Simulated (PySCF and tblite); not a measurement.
Values are calculated unless marked as measured or tabulated.
System: CF4NSi (charge -1), numbered as in [N:1]#[C:2][Si-:3]([F:4])([F:5])([F:6])[F:7].

Motion: Berry pseudorotation at Si3 with C2 as pivot. GFN2-xTB gives an electronic barrier of 0.5 kcal/mol.

The ion is treated without a counter-ion.

PBE0/pcSseg-1 + D3(BJ) on B3LYP-D3(BJ)/def2-SVP geometries gives 4.5 kcal/mol and k(298 K) = 1.1×10⁹ s⁻¹.

**Question.** What does PBE0/pcSseg-1 + D3(BJ), IEF-PCM methanol give on B3LYP-D3(BJ)/def2-SVP geometries?

**Answer.** A barrier of 4.1 kcal/mol, 0.4 below the first DFT barrier (from unrounded values) and, with GFN2-xTB thermal terms, ΔG‡(298 K) = 4.7 kcal/mol and k = 2.2×10⁹ s⁻¹ (1 equivalent path).

Programs: tblite and PySCF.
